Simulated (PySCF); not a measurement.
# Kr²⁺: excitation energy

Kr²⁺ [Ar] 3d10 4s2 4p4 (3P) → Kr²⁺ [Ar] 3d10 4s2 4p3 4d1 (5D), as a difference of total energies. Calculation: PySCF 2.14, in aug-cc-pVQZ-DK (8s7p5d3f2g, 93 functions); scalar relativity by spin-free X2C-1e. Correlated levels: valence: [Ar] 3d10 frozen. The calculations carry no spin-orbit coupling.

```tsv
method	excitation energy (cm⁻¹)
UHF	129600
MP2 (valence)	133940
SCS-MP2 (valence)	135630
CCSD (valence)	134620
CCSD(T) (valence)	134740
```

A first-order spin-orbit estimate (lowest level to lowest level, LS coupling) adds 0.205 eV.

The promoted electron is Rydberg-like, and one or two diffuse shells describe it only roughly, which tends to raise the upper state.
